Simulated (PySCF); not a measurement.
# Rb⁻ (rubidium, charge -1) across methods

[Kr] 5s2, closed-shell 1S. All numbers are calculated (PySCF 2.14, no relativity, point nucleus, in dyall-av2z). The B2PLYP total includes its PT2 part (frozen core); its orbital energies are those of the SCF part.

| method | E (hartree) | mean ε 4s (eV) | mean ε 4p (eV) | mean ε 5s (eV) | Σ⟨r²⟩ (bohr²) | ⟨S²⟩ |
| --- | --- | --- | --- | --- | --- | --- |
| LDA | -2936.36 | -27.171 | -12.400 | 0.638 | 153.8 | 0.000 |
| r2SCAN | -2940.13 | -28.547 | -13.196 | 0.621 | 160.9 | 0.000 |
| B2PLYP | -2939.67 | -33.140 | -15.855 | 0.170 | 169.0 | 0.000 |
| PBE0 | -2939.84 | -30.214 | -14.250 | 0.344 | 154.9 | 0.000 |
| PBEsol | -2937.95 | -27.216 | -12.442 | 0.676 | 155.5 | 0.000 |
| LC-wPBE | -2939.75 | -33.627 | -17.428 | -0.619 | 154.2 | 0.000 |
| PBE | -2939.74 | -27.223 | -12.442 | 0.667 | 157.1 | 0.000 |

Problem. Estimate the same row for UHF.

Solution. E (hartree) = -2938.34663; mean ε 4s (eV) = -38.407; mean ε 4p (eV) = -18.983; mean ε 5s (eV) = -0.257; Σ⟨r²⟩ (bohr²) = 189.5; ⟨S²⟩ = 0.000.

A non-relativistic calculation at this Z misses sizeable relativistic shifts. The outer electron is barely bound at this level, so radii and moments hang on the diffuse functions.

The highest occupied level is positive at LDA, r2SCAN, B2PLYP, PBE0, PBEsol, PBE: only the finite basis holds that electron, which in a density functional comes from self-interaction.
